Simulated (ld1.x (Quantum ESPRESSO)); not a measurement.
**Logarithmic derivatives: rhodium, TM**

```json
{
  "Element": "Rh (Z = 45)",
  "Generator": "ld1.x (Quantum ESPRESSO) 7.5",
  "Type": "norm-conserving Troullier–Martins (Kleinman–Bylander form)",
  "Functional": "LDA (PZ)",
  "Relativity": "non-relativistic",
  "Frozen core": "[Kr]",
  "Valence charge": "9",
  "Reference configuration": "4d8 5s1 5p0",
  "Partial waves": "5s (bound): rc 2.45 bohr; 4d (bound): rc 1.20 bohr; 5p (bound, empty): rc 3.55 bohr",
  "Local potential": "the p channel",
  "Core correction": "none"
}
```

The phase is arctan(r·u′/u) with u = r·R(r), unwrapped; energies in Ry, scanned from -2 to 5 Ry. A pole is an energy at which the radial function vanishes at the test radius. The pseudo phase is shifted by a multiple of π to meet the all-electron one at the reference energy, and phase errors are pseudo minus all-electron; the curves can meet again beyond the range given. Levels narrower than the energy grid can be missing from the lists of poles.

For each channel, where are the poles, and over which energies does the pseudopotential scatter like the atom?

```json
{"channel": "s", "radius (bohr)": "3.86", "reference energy (Ry)": "-0.31", "poles, all-electron": "0.19, 3.73", "poles, pseudo": "0.16, 1.18, 4.96", "unbroken range about the reference energy with phases within 0.05 rad": "below 0.4", "phase error 1 Ry above the reference energy (rad)": "-0.202"}
{"channel": "p", "radius (bohr)": "3.86", "reference energy (Ry)": "-0.07", "poles, all-electron": "0.79, 4.47", "poles, pseudo": "0.76, 3.67", "unbroken range about the reference energy with phases within 0.05 rad": "below 1.5", "phase error 1 Ry above the reference energy (rad)": "-0.012"}
{"channel": "d", "radius (bohr)": "3.86", "reference energy (Ry)": "-0.48", "poles, all-electron": "-0.44, 2.01", "poles, pseudo": "-0.44, 2.46", "unbroken range about the reference energy with phases within 0.05 rad": "below 0.3", "phase error 1 Ry above the reference energy (rad)": "+0.145"}
```

Phases in the s channel:

```tsv
E (Ry)	all-electron	pseudo
-2.00	1.362	1.362
-1.52	1.317	1.316
-1.04	1.215	1.213
-0.56	0.676	0.669
-0.08	-1.387	-1.392
0.40	-1.646	-1.684
0.88	-1.792	-3.817
1.36	-2.091	-4.795
1.84	-3.683	-4.980
2.32	-4.438	-5.545
2.80	-4.595	-7.279
3.28	-4.667	-7.637
3.76	-4.715	-7.745
4.24	-4.755	-7.800
4.72	-4.800	-7.838
```
